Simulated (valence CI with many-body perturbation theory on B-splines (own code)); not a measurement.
Questions on La XLII

Computed by configuration interaction combined with many-body perturbation theory (CI+MBPT): six valence electrons over a frozen Dirac-Fock core [Ne], radial functions for each j: 9 s, 9 p, 8 d, 6 f, 3 g, 1 h, with the one-electron correlation potential Σ1, the two-electron term Σ2, the three-electron term Σ3, Breit, model QED; selected CI, second order for the rest, scaled by the run's own slope (own B-spline code, finite nucleus).

The last digits are not significant, and no measured levels were compared; by estimate large intervals hold to a few tenths of a per cent, small ones and those within an open d or f shell to about a per cent. Among the levels kept, up to 1100 cm⁻¹ of a level comes from second order outside the variational space, and about a tenth of that is noise between levels of different J, which matters for small intervals.

Levels are named by their leading jj configuration (3d3/2^4 stands for four electrons in 3d with j = 3/2), which in mixed levels can hold well under half, so a name can repeat and another be missing.

Rates and lifetimes use the calculated energies. Strong lines usually hold to 10 to 20 %, long lifetimes can be off by a factor of two.

Q: What is the ground level?

A: (3s^2 3p1/2^2 3p3/2^2) J=2, composition 70 % 3s2.3p4 3P + 28 % 3s2.3p4 1D, g = 1.350.

Q: How well does LS coupling describe the low levels?

A: Among the lowest 20 levels the leading LS term, summed over configurations, holds 50 % on average. For single configurations the figures are 48 % in LS and 90 % in jj coupling. Terms mix most in the J = 3 level at 172.41 eV, where the leading one holds 28 %.

Q: What are the static dipole polarisabilities of the lowest levels?

A: (3s^2 3p1/2^2 3p3/2^2) J=2 0.0107 (tensor 0.00013); (3s^2 3p1/2^2 3p3/2^2) J=0 0.0106 bohr³, of which the core gives 0.000147.

Q: What is the ionisation energy?

A: 3134.6 eV; NIST lists 3133 ± 4 eV (theoretical).

Q: Where does the other parity begin?

A: At (3s^2 3p1/2^2 3p3/2 3d3/2) J=2, 166.65 eV.
